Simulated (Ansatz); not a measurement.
Coupled-cluster diagnostics for Co₂Si₂ (the lowest singlet isomer of a short search), Ansatz.

Geometry of the singlet (PBE-D4/def2-SVP):

```csv
atom,x (Å),y (Å),z (Å)
Co1,-0.4135,-1.0944,-0.5400
Co2,0.9624,-0.1137,0.8492
Si3,0.5590,0.7459,-1.0802
Si4,-1.1079,0.4622,0.7711
```

Correlated methods freeze 20 core orbitals; core or outer-core shells of Co are correlated, in sets that lack core-valence functions. The geometry of the singlet was relaxed on an unsound state (restricted singlet, unstable towards broken spin symmetry at other levels and untested here). At PBE0-D4/def2-TZVP a quintet of charge 0 lies 2.12 eV below the restricted singlet, each at its own geometry. The structure comes from a short search, and lower isomers may exist.

(1) Estimate the CCSD(T) correlation energy, the shares of MP2 and (T), T1 and the reference's ⟨S²⟩ for: charge 0, singlet, own geometry in def2-TZVPP; and the rough time on 4 threads of Arm Neoverse V2 on a shared host.

## Answers

(1) 
```json
{"state": "charge 0, singlet, own geometry", "basis": "def2-TZVPP", "correlation (eV)": "-62.854", "MP2 share (%)": "78.6", "(T) share (%)": "23.2", "T1": "0.230", "⟨S²⟩ (pure)": "0.00 (0.00)", "wall time": "2.5 min", "remarks": "flagged by the program, large T1 (0.230), restricted SCF unstable"}
```
Customary marks for T1 are 0.02 (closed shells), 0.045 (open shells) and about 0.05 (3d metals). T1 exceeds 0.02 in 1 of 1 rows and 0.045 in 1; the higher it lies, the less the single-reference result can be trusted.
